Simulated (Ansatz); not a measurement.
Basis-set series for GaH2I, SMILES `[GaH2][I]`. Charge 0, multiplicity 1. I: def2 effective core potential. The structure was optimised at the PBE0-D4/def2-TZVP level.

```csv
functional,basis,functions,energy (Eh),HOMO (eV),LUMO (eV)
PBE0-D4,def2-SVP,68,-2223.30263,-7.42,-1.99
PBE0-D4,def2-QZVPP,231,-2223.60505,-7.48,-2.02
ωB97M-V,def2-SVP,68,-2223.41174,-9.48,-0.26
ωB97M-V,def2-QZVPP,231,-2223.71350,-9.58,-0.40
```

Question: Give the rows for def2-TZVPP. (Estimate.)

Answer: Computed: 
```json
{"functional": "PBE0-D4", "basis": "def2-TZVPP", "functions": "126", "energy (Eh)": "-2223.56024", "HOMO (eV)": "-7.48", "LUMO (eV)": "-2.01"}
{"functional": "ωB97M-V", "basis": "def2-TZVPP", "functions": "126", "energy (Eh)": "-2223.66986", "HOMO (eV)": "-9.58", "LUMO (eV)": "-0.30"}
```

Scalar relativity is left out up to krypton.
